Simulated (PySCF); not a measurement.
## Exercise with solution: dipole moment from atomic charges

F2GeH4Si, SMILES [SiH]([GeH3])(F)F. Atoms are numbered in the order given.

```xyz
8

Si    -1.0429     0.3849     0.0000
F     -1.7017    -0.3191     1.3008
F     -1.7017    -0.3191    -1.3008
Ge     1.2902    -0.0339     0.0000
H     -1.4567     1.8118     0.0000
H      1.9299     0.5893    -1.2520
H      1.9299     0.5893     1.2520
H      1.5432    -1.5494     0.0000
```
Charge 0, spin multiplicity 1.

Geometry: PBE0-D3(BJ)/def2-SVP. The structure was generated by enumeration, and PubChem lists no compound with its InChIKey, so it may never have been made.

Charges (e) from PBE/def2-TZVP (PySCF):

| atom | ESP fit | Mulliken |
|---|---|---|
| Si1 | 0.589 | 0.586 |
| F2 | -0.238 | -0.273 |
| F3 | -0.238 | -0.273 |
| Ge4 | -0.088 | -0.063 |
| H5 | -0.076 | -0.041 |
| H6 | 0.011 | 0.019 |
| H7 | 0.011 | 0.019 |
| H8 | 0.029 | 0.024 |

The dipole moment of the full density is 1.62 D.

What dipole moment does each set of point charges give, and which comes closer to that of the density?


μ = Σ q r, and 1 e Å = 4.8032 D.
ESP fit: Σ q r = (0.280, 0.212, 0.000) e Å, |μ| = 1.69 D.
Mulliken: Σ q r = (0.407, 0.313, 0.000) e Å, |μ| = 2.46 D.
ESP fit comes closer in size. Point charges leave out the atoms' own dipoles (lone pairs, polarised bonds); fits to the potential absorb them, partitions of the density don't.
